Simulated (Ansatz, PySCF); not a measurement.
Si(Me)2 (C₂H₆Si), SMILES C[Si]C (connectivity only; charge and spin as stated), neutral, multiplicity 1. Atoms are numbered in the order given.

```xyz
9

Si     0.0000     0.0000     0.7558
C     -1.4332    -0.0119    -0.4981
H     -2.3951    -0.2944    -0.0652
H     -1.2398    -0.6190    -1.3894
H     -1.5299     1.0292    -0.8478
C      1.4332     0.0119    -0.4981
H      1.2398     0.6190    -1.3894
H      1.5299    -1.0292    -0.8478
H      2.3951     0.2944    -0.0652
```

The structure is a stationary point at TPSSh-D3(BJ)/def2-TZVP. The isomer is the one that the SMILES or the coordinates give; other isomers of the formula were not compared.

Vertical ionisation energy (IE) and electron affinity (EA) in eV. Rows of orbital energies are one-electron estimates. Where ΔSCF, EOM or ADC give a negative EA the extra electron is unbound and the value depends on the basis.

| level | IE | EA |
|---|---|---|
| −ε(HOMO), −ε(LUMO), CAM-B3LYP/def2-TZVPD (PySCF) | 7.27 | 1.00 |
| −ε(HOMO), −ε(LUMO), PBE/def2-TZVPD (PySCF) | 4.98 | 2.97 |
| ΔSCF, PBE0/def2-SVPD (Ansatz), final states of multiplicity 2 and 2 | 8.06 | 0.25 |
| ΔSCF, PBE/def2-SVPD (Ansatz), final states of multiplicity 2 and 2 | 8.01 | 0.22 |

Q: What vertical singlet–triplet gap does ΔSCF give with PBE0/def2-SVPD (Ansatz, an electronic-structure program) and with PBE/def2-SVPD (Ansatz)? (Estimate from the structure and the level; the computed values follow.)

A: 1.24 and 1.29 eV (triplet above singlet where positive).
